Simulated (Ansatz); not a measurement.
Species: sum formula Si2H3Cl2 (charge 0, doublet). It need not be the lowest isomer of its formula. 
Geometry from a B3LYP-D3(BJ)/def2-TZVP (Ansatz, a quantum-chemistry and plane-wave program) optimisation:
```
Si
H 1 1.4772
H 1 1.4806 2 109.62
Cl 1 2.0732 2 108.73 3 118.03
Si 1 2.3441 2 110.24 3 -125.15
H 5 1.4870 1 113.32 2 -175.15
Cl 5 2.0786 6 107.52 1 119.80
```
Charge 0, spin multiplicity 2.

Total electronic energies in hartree. Valence correlation only, unless marked. Open shells are spin-unrestricted. Spin-orbit coupling is left out. Non-relativistic. CBS marks a two-point X^-3 extrapolation of the correlation energy; Hartree-Fock from the larger set. The bracket is a focal-point correction in the basis named.

```csv
level,program,energy (Eh)
HF/cc-pwCVTZ,Ansatz,-1498.75459
revPBE-D3(BJ)/def2-TZVPD,Ansatz + dftd3,…
r2SCAN-D3(BJ)/def2-TZVPD,Ansatz + dftd3,-1501.17840
B3LYP-D3(BJ)/def2-TZVPD,Ansatz + dftd3,…
MP2/6-31G*,Ansatz,-1498.99901
"MP2/CBS(aug-cc-pV(T+d)Z,aug-cc-pV(Q+d)Z)",Ansatz,-1499.4601
"RI-MP2/CBS(cc-pV(T+d)Z,cc-pV(Q+d)Z)",Ansatz,-1499.4579
"RI-MP2/CBS(cc-pV(T+d)Z,cc-pV(Q+d)Z)+[CCSD(T)-MP2]/cc-pV(Q+d)Z",Ansatz,-1499.5480
"CCSD(T)/CBS(aug-cc-pV(T+d)Z,aug-cc-pV(Q+d)Z)",Ansatz,-1499.5478
```

Problem. Complete the blanks.

Solution. 
- revPBE-D3(BJ)/def2-TZVPD, energy (Eh): -1501.01770
- B3LYP-D3(BJ)/def2-TZVPD, energy (Eh): -1501.37397
